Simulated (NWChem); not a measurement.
System: CH₅AuO₂; SMILES C[O][Au]<-[OH2]

Excerpt of the output:

```
             Northwest Computational Chemistry Package (NWChem) 7.3.0
             --------------------------------------------------------

 CS  symmetry detected

                             Geometry "geometry" -> ""
                             -------------------------

 Output coordinates in angstroms (scale by  1.889725989 to convert to a.u.)

  No.       Tag          Charge          X              Y              Z
 ---- ---------------- ---------- -------------- -------------- --------------
    1 Au                  79.0000     0.05159154    -0.18234500     0.00000000
    2 O                    8.0000     0.50327116     1.70927367     0.00000000
    3 C                    6.0000    -0.53561529     2.63125805     0.00000000
    4 H                    1.0000    -1.19358776     2.57436010     0.89230600
    5 H                    1.0000    -0.08879828     3.64481488     0.00000000
    6 H                    1.0000    -1.19358776     2.57436010    -0.89230600
    7 O                    8.0000    -0.31887210    -2.29869697     0.00000000
    8 H                    1.0000     0.06937066    -2.73022098     0.77274300
    9 H                    1.0000     0.06937066    -2.73022098    -0.77274300

 Effective nuclear repulsion energy (a.u.)     546.1091208700

      Symmetry information
      --------------------

 Group name             Cs
 Group number              2
 Group order               2
 No. of unique centers     7

 Summary of "ao basis" -> "ao basis" (spherical)
 ------------------------------------------------------------------------------
       Tag                 Description            Shells   Functions and Types
 ---------------- ------------------------------  ------  ---------------------
 Au                         def2-svp                12       32   6s3p2d1f
 O                          def2-svp                 6       14   3s2p1d
 C                          def2-svp                 6       14   3s2p1d
 H                          def2-svp                 3        5   2s1p

      Symmetry analysis of basis
      --------------------------

        a'         66
        a"         33

            General Information
            -------------------
          SCF calculation type: DFT
          Wavefunction type:  closed shell.
          No. of atoms     :     9
          No. of electrons :    46
           Alpha electrons :    23
            Beta electrons :    23
          Charge           :     0
          Spin multiplicity:     1
          Use of symmetry is: on ; symmetry adaption is: on
          Maximum number of iterations: 150
          AO basis - number of functions:    99
                     number of shells:    45
          Convergence on energy requested:  1.00D-06
          Convergence on density requested:  1.00D-05
          Convergence on gradient requested:  5.00D-04

              XC Information
              --------------
          PerdewBurkeErnzerhof Exchange Functional  1.000
            Perdew 1991 LDA Correlation Functional  1.000 local
           PerdewBurkeErnz. Correlation Functional  1.000 non-local

             Grid Information
             ----------------
          Grid used for XC integration:  medium
          Radial quadrature: Mura-Knowles
          Angular quadrature: Lebedev.
          Tag              B.-S. Rad. Rad. Pts. Rad. Cut. Ang. Pts.
          ---              ---------- --------- --------- ---------
          Au                  1.35      123          11.0       590
          O                   0.60       49          14.0       434
          C                   0.70       49          13.0       434
          H                   0.35       45          14.0       434
          Grid pruning is: on
          Number of quadrature shells:   405
          Spatial weights used:  Erf1

      Superposition of Atomic Density Guess
      -------------------------------------

 Sum of atomic energies:        -341.94760594

      Non-variational initial energy
      ------------------------------

 Total energy =    -325.330800
 1-e energy   =    -851.486419
 2-e energy   =     347.432307
 HOMO         =      -0.342176
 LUMO         =      -0.091020

      Symmetry analysis of molecular orbitals - initial
      -------------------------------------------------

  Numbering of irreducible representations:

     1 a'          2 a"

  Orbital symmetries:

     1 a'          2 a'          3 a'          4 a'          5 a'
     6 a'          7 a"          8 a'          9 a'         10 a'
    11 a"         12 a'         13 a'         14 a"         15 a'
    16 a'         17 a"         18 a'         19 a"         20 a'
    21 a'         22 a'         23 a"         24 a'         25 a'
    26 a"         27 a'         28 a'         29 a"         30 a'
    31 a'         32 a"         33 a'

     ---------------------------------------------
      Total Density - Mulliken Population Analysis
     ---------------------------------------------

    Atom       Charge   Shell Charges
 -----------   ------   -------------------------------------------------------
    1 Au  19    18.77   0.07 -0.47  1.80  0.62  0.63  0.27  5.59  0.45  0.07  8.70  1.02  0.01
    2 O    8     8.83   1.99  1.10  0.73  2.98  2.02  0.01
    3 C    6     5.89   1.99  0.92  0.22  1.86  0.86  0.05
    4 H    1     0.93   0.69  0.22  0.02
    5 H    1     0.94   0.69  0.22  0.02
    6 H    1     0.93   0.69  0.22  0.02
    7 O    8     8.41   1.99  1.07  0.59  2.93  1.83  0.01
    8 H    1     0.65   0.52  0.07  0.06
    9 H    1     0.65   0.52  0.07  0.06

   convergence    iter        energy       DeltaE   RMS-Dens  Diis-err
 ---------------- ----- ----------------- --------- --------- ---------
 d= 0,ls=0.0,diis     1   -326.8416617057 -5.06D+02  4.61D-02  8.08D-01
 d= 0,ls=0.0,diis     2   -324.8672871512  1.97D+00  4.38D-02  1.15D+01
 d= 0,ls=0.0,diis     3   -326.8781046681 -2.01D+00  7.83D-03  6.56D-01
 d= 0,ls=0.0,diis     4   -326.9436461251 -6.55D-02  3.17D-03  9.13D-02
 d= 0,ls=0.0,diis     5   -326.9528644418 -9.22D-03  9.11D-04  1.03D-02
  Resetting Diis
 d= 0,ls=0.0,diis     6   -326.9538896870 -1.03D-03  2.30D-04  1.63D-03
 d= 0,ls=0.0,diis     7   -326.9540353910 -1.46D-04  2.12D-04  1.04D-04
 d= 0,ls=0.0,diis     8   -326.9539911207  4.43D-05  1.58D-04  5.65D-04
 d= 0,ls=0.0,diis     9   -326.9540447435 -5.36D-05  4.20D-05  2.20D-05
 d= 0,ls=0.0,diis    10   -326.9540467324 -1.99D-06  1.19D-05  2.05D-06
 d= 0,ls=0.0,diis    11   -326.9540469692 -2.37D-07  2.20D-06  4.31D-08

         Total DFT energy =     -326.954046969198
      One electron energy =     -855.885222167556
           Coulomb energy =      387.255319439322
    Exchange-Corr. energy =      -37.047456100499
 Nuclear repulsion energy =      178.723311859536

 Numeric. integr. density =       45.999982828689

                  Occupations of the irreducible representations
                  ----------------------------------------------

                     irrep           alpha         beta
                     --------     --------     --------
                     a'               17.0         17.0
                     a"                6.0          6.0

                       DFT Final Molecular Orbital Analysis
                       ------------------------------------

 Vector   21  Occ=2.000000D+00  E=-2.322161D-01  Symmetry=a'
              MO Center=  1.1D-01,  2.0D-02, -1.2D-13, r^2= 1.8D+00
   Bfn.  Coefficient  Atom+Function         Bfn.  Coefficient  Atom+Function
  ----- ------------  ---------------      ----- ------------  ---------------
    16      0.699788  1 Au d -2              18     -0.308431  1 Au d  0
     5     -0.267118  1 Au s                  3      0.207106  1 Au s
    36     -0.188373  2 O  px                 6     -0.183840  1 Au s
    21      0.168817  1 Au d -2               2     -0.132300  1 Au s
    35     -0.122531  2 O  s                 39     -0.120612  2 O  px

 Vector   22  Occ=2.000000D+00  E=-1.921154D-01  Symmetry=a'
              MO Center=  1.2D-01,  9.7D-01, -1.3D-14, r^2= 3.2D+00
   Bfn.  Coefficient  Atom+Function         Bfn.  Coefficient  Atom+Function
  ----- ------------  ---------------      ----- ------------  ---------------
     5      0.476688  1 Au s                  3     -0.366152  1 Au s
    36     -0.334515  2 O  px                20      0.320320  1 Au d  2
    39     -0.246807  2 O  px                 2      0.229126  1 Au s
    37     -0.215898  2 O  py                 6      0.178935  1 Au s
    40     -0.175565  2 O  py                66      0.174367  5 H  s

 Vector   23  Occ=2.000000D+00  E=-1.628738D-01  Symmetry=a"
              MO Center=  1.5D-01,  1.5D+00,  2.9D-15, r^2= 2.2D+00
   Bfn.  Coefficient  Atom+Function         Bfn.  Coefficient  Atom+Function
  ----- ------------  ---------------      ----- ------------  ---------------
    38      0.550204  2 O  pz                41      0.415369  2 O  pz
    17     -0.377557  1 Au d -1              62     -0.192898  4 H  s
    72      0.192898  6 H  s                 61     -0.179074  4 H  s
    71      0.179074  6 H  s                 15      0.140361  1 Au pz
    19      0.124083  1 Au d  1              52     -0.121772  3 C  pz

 Vector   24  Occ=0.000000D+00  E=-6.641667D-02  Symmetry=a'
              MO Center=  1.5D-01, -1.4D+00, -3.2D-14, r^2= 5.0D+00
   Bfn.  Coefficient  Atom+Function         Bfn.  Coefficient  Atom+Function
  ----- ------------  ---------------      ----- ------------  ---------------
    78      0.645085  7 O  s                  6     -0.459808  1 Au s
    91     -0.381707  8 H  s                 96     -0.381707  9 H  s
    20      0.330971  1 Au d  2              77      0.250119  7 O  s
    37     -0.217267  2 O  py                14      0.214944  1 Au py
    18      0.212052  1 Au d  0               3      0.205656  1 Au s

[...]
```

Level: PBE/def2-SVP with def2 effective core potentials on Au. All runs use the structure optimised with PBE0/def2-SVP. No frequency run checked for a minimum. def2 effective core potentials on Au; no spin-orbit coupling.

Task: Write an input that gives this output.

Result: One answer among several that fit: the input that was run:
```
start job
memory heap 200 mb stack 900 mb global 1100 mb
geometry units angstroms noautoz
  Au     0.082940    -0.152239     0.000000
  O      0.537623     1.738660     0.000000
  C     -0.499798     2.662293     0.000000
  H     -1.157860     2.606440     0.892306
  H     -0.051372     3.675139     0.000000
  H     -1.157860     2.606440    -0.892306
  O     -0.290884    -2.268000     0.000000
  H      0.096673    -2.700140     0.772743
  H      0.096673    -2.700140    -0.772743
end
basis spherical
  Au library def2-svp
  O library def2-svp
  C library def2-svp
  H library def2-svp
end
ecp
  Au library def2-ecp
end
dft
  xc xpbe96 cpbe96
  iterations 150
  mulliken
end
task dft energy
```
